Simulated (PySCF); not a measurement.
CH3Zn, neutral, multiplicity 2. Atoms are numbered in the order given.

```xyz
5

Zn     0.0000     0.0000    -0.4965
C      0.0000     0.0000     1.5394
H      0.8963     0.5175     1.8864
H      0.0000    -1.0349     1.8864
H     -0.8963     0.5175     1.8864
```
Charge 0, spin multiplicity 2.

The structure is a stationary point at TPSSh-D3(BJ)/def2-TZVP. The spin state was assumed, not searched. The isomer is the one that the SMILES or the coordinates give; other isomers of the formula were not compared.

These are TDA-PBE/def2-TZVPD run with PySCF values and carry that method's errors.

Vertical excitations; the highest root listed may be one member of a degenerate set. 

Computed lowest excited states:
```tsv
state	energy (eV)	λ (nm)	f	main pairs
root 1	2.98	416	0.062	α HOMO→LUMO (degenerate set)
root 2	2.98	416	0.062	α HOMO→LUMO+1 (degenerate set)
root 3	3.92	316	0.028	α HOMO→LUMO+2 80 %, β HOMO→LUMO 20 %
root 4	4.53	274	0.294	α HOMO→LUMO+2 19 %, α HOMO→LUMO+6 6 %, β HOMO→LUMO 68 %
root 5	4.99	249	0.014	α HOMO→LUMO+3 98 %
root 6	5.01	247	0.007	α HOMO→LUMO+4 (degenerate set)
root 7	5.01	247	0.007	α HOMO→LUMO+5 (degenerate set)
root 8	5.84	212	0.001	α HOMO−1→LUMO, β HOMO→LUMO+1 (degenerate set)
root 9	5.84	212	0.001	α HOMO−1→LUMO+1, β HOMO→LUMO+2 (degenerate set)
root 10	6.26	198	0.002	α HOMO→LUMO+8 7 %, β HOMO−1→LUMO 91 %
```
Unrestricted roots are not spin-pure.
